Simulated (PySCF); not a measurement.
Compound: C2H6FNSi.
Cartesian coordinates in Å at the PBE0-D3(BJ)/def2-SVP level; atoms count from 1:
```
atom  x, y, z in Å
C1    -1.7305   -0.4766   -0.3827
C2    -0.9517    0.6036   -0.4217
F3    -1.4680    1.7990   -0.7664
Si4    0.8930    0.6305   -0.0206
N5     1.3242   -0.8842    0.6877
H6    -1.2835   -1.4343   -0.1109
H7    -2.7970   -0.4273   -0.6204
H8     1.1211    1.8388    0.8344
H9     1.6999    0.7759   -1.2680
H10    1.0485   -1.1258    1.6321
H11    2.1934   -1.3338    0.4281
```

Level of theory: MP2 and CCSD/aug-cc-pVDZ in PySCF, restricted Hartree–Fock reference, frozen core, non-relativistic, gas phase, PBE0-D3(BJ)/def2-SVP geometry.

E(HF) = -522.07419 Eh.

Task: How large is the problem?

Result: 173 basis functions and 48 electrons; 9 orbitals frozen, which leaves o = 15 correlated occupied and v = 149 virtual orbitals. That is o·v = 2235 singles and o·v(o·v + 1)/2 = 2498730 distinct closed-shell doubles amplitudes before symmetry; the costliest CCSD step grows as o²v⁴ = 1.1 × 10^11.

Task: What are the MP2 and CCSD correlation energies?

Result: MP2 -0.7630 Eh and CCSD -0.8104 Eh, which gives totals of -522.83723 and -522.88457 Eh. That is 0.735 eV for each correlated electron at CCSD (2128 kJ/mol in all, 0.155 % of the total energy); MP2 gives 94.2 % of the CCSD value.

Task: What is the T1 diagnostic?

Result: 0.0130, below the customary warning level of 0.02. It is the norm of the spatial-orbital singles amplitudes over the root of the number of correlated electrons, so the norm is 0.071.

Task: How does correlation change the dipole moment?

Result: HF gives 2.69 D and CCSD (unrelaxed density) 2.49 D, a change of -0.20 D.

Connected triples and the basis-set limit are missing.

One conformer stands for the species.
